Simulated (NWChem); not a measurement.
System: C$_{2}$H$_{7}$In; SMILES [CH3][InH][CH3]

```xyz
10

In    -0.2677     0.0001     0.0002
H     -2.0134    -0.0021    -0.0025
C      0.7830    -1.8997     0.0001
H      0.4771    -2.4983     0.8724
H      1.8739    -1.7676     0.0254
H      0.5160    -2.4732    -0.9015
C      0.7829     1.8997     0.0001
H      0.4834     2.4943     0.8773
H      0.5101     2.4779    -0.8967
H      1.8738     1.7665     0.0171
```
Atoms are numbered in this order, from 1.

Coordinates come from a PBE0/def2-SVP optimisation. def2 effective core potentials on In; no spin-orbit coupling.

### Question
List the 4 lowest vertical singlet excitations from B3LYP/def2-SVP with def2 effective core potentials on In, TDA (NWChem).

### Answer
```csv
state,energy (eV),oscillator strength,leading excitation (squared amplitude)
S1,4.43,0.000,HOMO → LUMO (1.00)
S2,4.71,0.001,HOMO−1 → LUMO (1.00)
S3,6.73,0.252,HOMO → LUMO+1 (0.89)
S4,6.95,0.070,HOMO−1 → LUMO+1 (0.84)
```
